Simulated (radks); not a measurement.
Results of a calculation; reference values are marked as such.
Problem. The table gives one normalised radial function P(r) = r R(r) (large component) of Te in [Kr] 4d8 5s2 5p6 (r in bohr). Code: a radial shooting solver on a logarithmic mesh with Libxc functionals. Model: Dirac Kohn-Sham, BLYP, spin-unpolarised, spherical densities, point nucleus; open shells are shared between the two j in proportion to 2j + 1.

r           P
0.001988   0.0000
0.002631   0.0001
0.003509   0.0001
0.00468    0.0003
0.006242   0.0006
0.008326   0.0012
0.0111     0.0026
0.01469    0.0055
0.0196     0.0115
0.02614    0.0238
0.03486    0.0476
0.0465     0.0916
0.06201    0.1667
0.08271    0.2814
0.1094     0.4253
0.146      0.5687
0.1947     0.6233
0.2597     0.4790
0.3463     0.0764
0.4619    -0.4952
0.6112    -0.9770
0.8151    -1.1432
1.087     -0.9329
1.45      -0.5514
1.934     -0.2331
2.58      -0.0669
3.413     -0.0127
4.552     -0.0013
6.072     -0.0001
8.098     0.0000

Which n and l does it have? It may be an empty orbital.

Solution. n = 4, l = 2: the number of nodes gives n - l - 1 = 1, the rise at small r points to l (for j = l - 1/2 the large component starts as r^gamma with gamma = sqrt(l^2 - (Z/c)^2) = 1.96 and the r^(l+1) term takes over further out; the orbital of l - 1 with the same j starts with the same power, but with a larger coefficient, and does not steepen), and the extent must fit the shell. The curve is that of 4d3/2; the two j differ most near the nucleus, where j = l - 1/2 has the larger amplitude, and in heavy atoms j = l - 1/2 is also the more compact. 4d3/2: eigenvalue -54.744 eV, 1 radial node at r = 0.361 bohr, <r> = 0.926 bohr, 90 % of the charge inside 1.41 bohr.
